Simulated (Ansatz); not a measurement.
GaH₇O₄Si (`[OH][Ga-]([OH])([OH])[OH+][SiH3]`) from Hartree–Fock to CCSD(T)

Z-matrix (Å, degrees):
```
Ga
O 1 1.810
O 1 1.788 2 120.1
O 1 1.802 2 119.4 3 -157.2
O 1 2.087 2 88.1 3 109.7
H 2 0.958 1 113.9 3 130.9
H 3 0.959 1 112.9 2 5.8
H 4 0.959 1 113.0 2 146.2
Si 5 1.694 1 119.9 2 130.2
H 5 0.967 1 99.1 2 0.6
H 9 1.478 5 110.9 1 -65.4
H 9 1.473 5 105.7 1 58.0
H 9 1.485 5 106.1 1 175.7
```

Charge 0, multiplicity 1. Correlated methods include outer-core shells of Ga, which these sets cover unevenly. Scalar relativity is left out up to krypton. All single points use the PBE0-D4/def2-TZVP geometry. It is one conformer, not always the lowest. Frozen core, restricted reference, Ansatz.

```
     basis      HF (Eh)  MP2 corr.
  def2-SVP  -2515.27612   -1.08005
def2-TZVPP  -2516.01898   -1.33855
def2-QZVPP  -2516.08370   -1.67508
```

(1) Estimate the CCSD correlation energy and the (T) correction in each basis where they were run (hartree).

Answers

(1) 
```json
{"basis": "def2-SVP", "CCSD corr.": "-1.10774", "(T)": "-0.02566"}
```
